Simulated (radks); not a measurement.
Problem. The sulfur ion S3+, 13 electrons, occupied as [Ne] 3s2 3p1 (the NIST ground configuration). Method: Dirac Kohn-Sham, PBE, spin-unpolarised, spherical densities, point nucleus; open shells fill j = l - 1/2 first; computed with a radial shooting solver on a logarithmic mesh with Libxc functionals. Some entries of the table are withheld. Estimate them.

orbital  occ.  eigenvalue (eV)  <r^2> (bohr^2)
1s1/2       2        -2448.876             (1)
2s1/2       2              (2)          0.2716
2p1/2       2              (3)             (4)
2p3/2       4              (5)             (6)
3s1/2       2         -52.2263           2.642
3p1/2       1              (7)           3.189
3p3/2       0              (8)           3.207

Solution. 
(1) 1s1/2 <r^2> (bohr^2): 0.01263
(2) 2s1/2 eigenvalue (eV): -253.3338
(3) 2p1/2 eigenvalue (eV): -199.1292
(4) 2p1/2 <r^2> (bohr^2): 0.2411
(5) 2p3/2 eigenvalue (eV): -197.8580
(6) 2p3/2 <r^2> (bohr^2): 0.2434
(7) 3p1/2 eigenvalue (eV): -40.3492
(8) 3p3/2 eigenvalue (eV): -40.2159
